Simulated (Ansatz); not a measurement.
Mulliken charges of CH$_{3}$F$_{2}$Ga (`[CH3][Ga]([F])[F]`) from r2SCAN/def2-TZVPP in Ansatz (PBE0-D4/def2-TZVP geometry).

```json
{"atom": "C1", "x (Å)": "-0.332", "y (Å)": "0.860", "z (Å)": "-0.250", "charge (e)": "-0.309"}
{"atom": "Ga2", "x (Å)": "0.331", "y (Å)": "-0.884", "z (Å)": "0.261", "charge (e)": "0.790"}
{"atom": "F3", "x (Å)": "1.366", "y (Å)": "-1.191", "z (Å)": "1.634", "charge (e)": "-0.377"}
{"atom": "F4", "x (Å)": "-0.015", "y (Å)": "-2.370", "z (Å)": "-0.591", "charge (e)": "-0.376"}
{"atom": "H5", "x (Å)": "-1.262", "y (Å)": "0.759", "z (Å)": "-0.809", "charge (e)": "0.095"}
{"atom": "H6", "x (Å)": "-0.495", "y (Å)": "1.471", "z (Å)": "0.638", "charge (e)": "0.094"}
{"atom": "H7", "x (Å)": "0.407", "y (Å)": "1.354", "z (Å)": "-0.882", "charge (e)": "0.084"}
```

Task: By hand: the dipole of these point charges (1 e Å = 4.8032 D).

Result: Σ q r = (-0.277, 0.700, -0.201) e Å, of length 0.779 e Å = 3.74 D.

Task: How does the dipole of the full density compare? (Best estimate.)

Result: Computed: (-0.248, 0.653, -0.191) e Å, 3.48 D; the point charges give 1.07 times that, at 1° from its direction.

Point charges leave out the atoms' own dipoles, such as those of lone pairs, and Mulliken's split depends on the basis, so the close match here is no proof of good charges.
